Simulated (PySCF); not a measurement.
## Property card for `B[C@H]1CCN[SiH2]1`

Compound: C₃H₁₀BNSi.
Z-matrix (Å and degrees, PBE0-D3(BJ)/def2-SVP geometry), rows numbered from 1:
```
B 
C   1  1.5236
C   2  1.5339  1  122.15
C   3  1.5292  2  110.39  1   140.05
N   4  1.4516  3  106.01  2   -41.94
Si  5  1.7300  4  113.98  3    31.31
H   1  1.2126  2  120.52  3   -17.27
H   1  1.2127  2  120.48  3   168.82
H   2  1.1036  1  114.95  3  -143.91
H   3  1.1020  2  108.83  1    20.61
H   3  1.1018  2  110.58  1   -96.85
H   4  1.1104  3  110.06  2    80.18
H   4  1.1036  3  110.50  2  -162.22
H   5  1.0117  4  117.22  3  -168.23
H   6  1.4970  2  116.79  1   -20.26
H   6  1.4979  2  110.12  1   101.44
```

Structural features include: Si–H bond, C–Si bond and three-coordinate boron.

**PBE0-D3(BJ)/def2-SVP geometry optimisation, gas phase (PySCF)**

```yaml
Point_group: C1
Rotational_constants_A_B_C: 4.160, 2.969, 1.934 GHz
```

From CAM-B3LYP/def2-SVPD ground state, ΔSCF and vertical TDDFT (core frozen in the response) (PySCF):

```yaml
Dipole_moment: 2.06 D
HOMO_energy: -8.23 eV
LUMO_energy: 0.19 eV
HOMO–LUMO_gap: 8.42 eV
Lowest_singlet_excitation: 5.64 eV (220 nm, f = 0.009)
Strongest_line_among_the_10_lowest_singlet_transitions: S6 at 7.30 eV (170 nm, f = 0.063)
Lowest_triplet_excitation_Tamm–Dancoff: 5.27 eV
Static_isotropic_polarisability: 82.2 au
Vertical_ionisation_energy: 8.95 eV
Electronic_spatial_extent_⟨r²⟩_about_the_centre_of_nuclear_charge: 704 bohr²
```

PBE0/pcSseg-1 ground state and GIAO shieldings, non-relativistic (PySCF):

```yaml
Lowest_Hirshfeld_atomic_charge: -0.24 e on N5
Highest_Hirshfeld_atomic_charge: +0.38 e on Si6
13C_chemical_shifts_computed_TMS_as_zero_by_class: 51.9 (C4), 50.7 (C2), 38.2 (C3) ppm
1H_chemical_shifts_computed_TMS_as_zero_by_class: 6.86 (H7/H8), 4.72 (H16), 4.51 (H15), 3.43 (H9), 3.24 (H13), 3.12 (H12), 2.26 (H11), 2.21 (H10), 0.14 (H14) ppm
Isotropic_shieldings_of_nuclei_other_than_C_and_H_by_class: 29 (B1), 239 (N5), 390 (Si6) ppm
Mayer_bond_orders_between_heavy_atoms: B1–C2 1.09, C2–C3 0.99, C3–C4 1.04, C4–N5 0.96, N5–Si6 1.03, Si6–C2 0.80
```

Monoisotopic mass (most abundant isotopes): 99.0676 u.

S1 lies 2.78 eV below the HOMO–LUMO gap; its leading configuration is HOMO→LUMO, weight 0.78. With B = h/(8π²I), that is 505.379 GHz u Å² over I, the principal moments of inertia are 121.5, 170.2 and 261.3 u Å² (most abundant isotopes); the inertial defect Ic − Ia − Ib is -30.4 u Å² (zero for a rigid planar frame, negative otherwise). The largest Löwdin shares of the HOMO are 0.55 on N5, 0.12 on C4, 0.10 on Si6 and 0.06 on H12. In atomic units the dipole is 0.81 e·bohr (1 au = 2.5417 D). The polarisability is 12.18 Å³ as a volume (1 au = 0.148185 Å³), or 1.52 au for each of the 54 electrons. No computed singlet falls in the visible range (750 to 380 nm, 1.65 to 3.26 eV); S1 lies 2.38 eV above its blue end. The vertical singlet–triplet gap S1 − T1 is 0.37 eV (TDDFT singlet less Tamm–Dancoff triplet; S1: HOMO→LUMO, weight 0.78; T1: HOMO−1→LUMO, weight 0.54, beside HOMO→LUMO, weight 0.32).

 NMR classes are plain means over equivalent atoms (diastereotopic ones count apart unless rotation or inversion swaps them), as if these changed places fast; in this geometry the members of some classes differ.

One conformer stands for the species.
